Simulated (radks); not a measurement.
Q: The mean radii <r> (bohr) of the occupied orbitals of an atom or ion are listed with their occupations. Calculated with a radial shooting solver on a logarithmic mesh with Libxc functionals: scalar-relativistic Kohn-Sham, r2SCAN, spin-polarised, spherical densities, finite nucleus; meta-GGA in the generalised Kohn-Sham scheme; Fermi nuclear charge, rms radius of each element as measured or else 0.836 A^(1/3) + 0.57 fm.

| orbital | occ. | <r> |
|---|---|---|
| 1s down | 1 | 0.01867 |
| 1s up | 1 | 0.01867 |
| 2s up | 1 | 0.07894 |
| 2s down | 1 | 0.07894 |
| 2p up | 3 | 0.07057 |
| 2p down | 3 | 0.07057 |
| 3s down | 1 | 0.2046 |
| 3s up | 1 | 0.2046 |
| 3p up | 3 | 0.2047 |
| 3p down | 3 | 0.2047 |
| 3d up | 5 | 0.1857 |
| 3d down | 5 | 0.1857 |
| 4s up | 1 | 0.4589 |
| 4s down | 1 | 0.4589 |
| 4p up | 3 | 0.4875 |
| 4p down | 3 | 0.4876 |
| 4d up | 5 | 0.5232 |
| 4d down | 5 | 0.5231 |
| 5s up | 1 | 1.103 |
| 5s down | 1 | 1.096 |
| 5p up | 3 | 1.282 |
| 5p down | 3 | 1.269 |
| 4f up | 7 | 0.6387 |
| 4f down | 7 | 0.6338 |
| 5d up | 2 | 1.820 |

Name the element and its charge. Open shells, if any, are filled with parallel spins first.

A: Z = 73, tantalum, charge +3: Ta3+ in [Xe] 4f14 5d2. The 1s radius gives Z: for a bare nucleus <r> = (2 gamma + 1)/(2Z) with gamma = sqrt(1 - (Z/c)^2), 0.01844 bohr for Z = 73, and screening makes it slightly larger (0.01867 here). The occupations add up to 70, and the charge is Z minus that.
